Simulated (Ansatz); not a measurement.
System: C5H3O2 (charge 0, doublet). It need not be the lowest isomer of its formula. 
Structure (B3LYP-D3(BJ)/def2-TZVP (Ansatz, a first-principles code) minimum search):
```xyz
10

C     -1.9384     0.2540     0.2633
C     -1.6611    -1.0704     0.3009
O     -0.3229    -1.2299     0.1182
C      0.2194     0.0235    -0.0329
C     -0.7570     0.9840     0.0511
C      1.6554     0.0902    -0.2428
O      2.2712     1.1210    -0.3914
H     -2.2438    -1.9629     0.4367
H     -0.6061     2.0460    -0.0326
H      2.1533    -0.8991    -0.2565
```
Charge 0, spin multiplicity 2.

Quantity: atomisation energy (electronic, to ground-state atoms), in kJ/mol. Cores are frozen in the correlated levels unless marked. Open shells are spin-unrestricted. No spin-orbit coupling. Non-relativistic. The coupled-cluster limit lacks core correlation, which all-electron functionals hold. CBS(X,Y): correlation extrapolated as X^-3; Hartree-Fock from the larger set. [CCSD(T)-MP2]/basis is that difference in the basis named.

```tsv
level	program	atomisation energy (kJ/mol)
PBE0-D3(BJ)/def2-TZVPD	Ansatz + dftd3	4828.0
CAM-B3LYP-D3(BJ)/def2-TZVPD	Ansatz + dftd3	4749.9
LC-wPBE-D3(BJ)/def2-TZVPD	Ansatz + dftd3	4792.6
SCS-MP2/STO-3G	Ansatz	4161.8
SCS-MP2/6-31G	Ansatz	3867.1
```

### Question
What does RI-MP2/CBS(cc-pVTZ,cc-pVQZ)+[CCSD(T)-MP2]/cc-pVTZ (Ansatz) give?

### Answer
4704.1 kJ/mol
